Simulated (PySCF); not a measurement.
# Static response to an electric field

C₄H₁₁NSi₂.
Structure used (GFN2-xTB), in Å, numbered top down from 1:
```
atom  x, y, z in Å
C1     2.5469   -1.0794   -1.7360
C2     1.5207   -0.7307   -0.9632
C3     1.3686    0.5752   -0.3773
C4     0.3340    1.0381    0.3386
N5    -0.8924    0.4413    0.5935
Si6   -1.5341    0.7372    2.1926
Si7   -1.7311   -0.5186   -0.6035
H8     3.3198   -0.3756   -1.9999
H9     2.6500   -2.0752   -2.1312
H10    0.7667   -1.4655   -0.7150
H11    2.2133    1.2411   -0.4990
H12    0.4415    2.0133    0.8046
H13   -2.8869    0.1960    2.2070
H14   -1.5244    2.1849    2.4197
H15   -0.6774    0.0683    3.1760
H16   -1.1768   -0.1595   -1.9034
H17   -3.1412   -0.1359   -0.5147
H18   -1.6060   -1.9487   -0.3004
```

Level: CAM-B3LYP/def2-SVPD (PySCF), static field, nuclei fixed, core orbitals frozen in the response. The polarisability tensor in these axes (au):

```
x   135.13 -11.35 -30.43
y   -11.35  99.71  18.72
z   -30.43  18.72 112.65
```

**Question.** Give the principal values, the mean and the anisotropy Δα = √{½[(α1 − α2)² + (α2 − α3)² + (α1 − α3)²]}.

**Answer.** Principal values 83.85, 100.86 and 162.79 au; mean 115.83 au = 17.16 Å³ = 19.10 × 10⁻⁴⁰ C²·m²/J; Δα = 71.96 au (62 % of the mean).

**Question.** What is the dipole moment, and where does it point?

**Answer.** (-0.57, 0.24, 0.42) D, 0.75 D in size, pointing from the negative to the positive side. Measured along this direction, the outermost atoms are H9 and H8 at the negative end and H13 at the positive end.

**Question.** What would n − 1 = 2πNα be for an ideal gas of these molecules at 273.15 K and 1 atm, electronic part alone?

**Answer.** N = p/kT = 2.6868 × 10¹⁹ cm⁻³, so n − 1 = 2π × N × 17.16 × 10⁻²⁴ cm³ = 2898 × 10⁻⁶ at long wavelengths, for an ideal gas.

**Question.** Find the Langevin capture rate constant for NO+ (29.998 u) meeting this molecule (129.043 u), k = 2.342 × 10⁻⁹ cm³/s × √(α in Å³ / reduced mass in u).

**Answer.** The reduced mass is 24.34 u, so k = 1.97 × 10⁻⁹ cm³/s. The formula leaves out the permanent dipole, which adds to the capture rate.

**Question.** Molar refractivity from α?

**Answer.** Lorentz–Lorenz: R = (4π/3)N_A α = 2.5225 cm³/(mol·Å³) × 17.16 Å³ = 43.3 cm³/mol, in the limit of long wavelengths.

**Question.** Sum over states: ᾱ = Σ f/ω², ω in Eh. What share falls to these 8 lowest TDDFT singlets (eV, f)? 4.93, 0.5293; 5.39, 0.0061; 6.08, 0.0277; 6.23, 0.0032; 6.36, 0.0072; 6.59, 0.0327; 6.64, 0.0064; 6.75, 0.0719.

**Answer.** They add up to 18.90 au, 16.3 % of the 115.83 au; the largest single term is 16.16 au, from the state at 4.93 eV. Terms in order: 16.16, 0.16, 0.56, 0.06, 0.13, 0.56, 0.11, 1.17 au. Higher excitations give the rest. The strengths listed sum to 0.684.

Geometry: GFN2-xTB, one conformer, isolated molecule.

These values come from a run that also computed excited states. On x86-64 server, one thread (shared host), this took 42 s wall.
